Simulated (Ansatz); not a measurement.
CuHNOSi: where a starting geometry ends

The starting geometry of this gas-phase doublet was optimised with GFN2-xTB; its bonds are those of `[NH][Si](=O)[Cu]`.

```xyz
5

Cu   -0.3362   -0.5910    0.5440
N    -0.6171    0.0380   -2.6719
O     1.3292    1.5395   -1.1222
Si    0.2308    0.5073   -1.3426
H    -1.3356   -0.6652   -2.7254
```

Q: Predict what becomes of its bonds when it is optimised with B3LYP-D3(BJ)/def2-SVP.

A: A new bond forms, giving a structure given below by its coordinates. Contacts that close: Cu1–N2 (3.29 → 1.91 Å).

The energy falls by 0.70 eV over 21 steps:

| step | E − E(last) (eV) |
| --- | --- |
| 1 | 0.701 |
| 3 | 0.591 |
| 5 | 0.544 |
| 8 | 0.507 |
| 10 | 0.401 |
| 12 | 0.061 |
| 14 | 0.005 |
| 17 | 0.000 |
| 19 | 0.000 |
| 21 | 0.000 |

Final geometry (Å):

```yaml
atoms:
  - { symbol: Cu, position_ang: [-0.7788, -0.9138, -0.0335] }
  - { symbol: N, position_ang: [-0.5957, -0.4285, -1.8698] }
  - { symbol: O, position_ang: [1.4047, 1.8635, -1.5366] }
  - { symbol: Si, position_ang: [0.4781, 0.6742, -1.2160] }
  - { symbol: H, position_ang: [-1.2371, -0.3668, -2.6621] }
```

No frequencies were run, so the end isn't proven a minimum. Open shells are spin-unrestricted. Run with Ansatz 0.2.0, 5.6 min on 1 thread of AMD EPYC (Zen 3), on a shared host.
